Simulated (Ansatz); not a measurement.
This geometry of CH₅F₂SbSi (10 atoms, charge 0, multiplicity 1) is a first-order saddle point.

The calculation used RKS PBE0-D4/def2-SVP (Ansatz).

```xyz
10
Properties=species:S:1:pos:R:3
C -1.286 0.153 -0.225
Si 0.433 -0.198 -0.861
F 0.790 0.833 -2.079
Sb 2.091 0.220 1.093
F 0.665 1.118 2.100
H -1.588 1.152 -0.577
H -1.286 0.180 0.875
H -2.021 -0.583 -0.582
H 0.612 -1.574 -1.419
H 1.673 -1.350 1.677
```

(1) Which two structures does it join? (They come from a converged band through this point; their orientation in space is the band's.)

(2) How far does it lie above each of them?

Answers

(1) No bond is made or broken. The dihedral H6–C1–Si2–Sb4 goes from 162 to 41°. The two ends are copies of one structure, up to a mirror image or an exchange of like atoms.

Image 0:

```xyz
10
Properties=species:S:1:pos:R:3
C -1.230 0.312 -0.244
Si 0.485 -0.036 -0.873
F 1.042 1.258 -1.703
Sb 2.010 -0.353 1.200
F 0.735 0.700 2.258
H -1.861 0.759 -1.028
H -1.169 0.993 0.618
H -1.698 -0.625 0.097
H 0.556 -1.202 -1.805
H 1.211 -1.857 1.483
```

Image 6:

```xyz
10
Properties=species:S:1:pos:R:3
C -1.273 0.075 -0.207
Si 0.438 -0.213 -0.875
F 0.755 0.863 -2.064
Sb 2.099 0.245 1.065
F 0.739 1.371 1.922
H -1.263 0.966 0.439
H -1.584 -0.785 0.406
H -2.002 0.213 -1.020
H 0.630 -1.571 -1.467
H 1.545 -1.217 1.802
```

(2) 0.049 eV above the first and 0.049 eV above the second. This is the barrier of this one path; another mechanism may lie lower.

Time of the run: 2.9 min on 2 threads of AMD EPYC 7B13 (Zen 3) (shared host), peak memory 0.31 GiB.
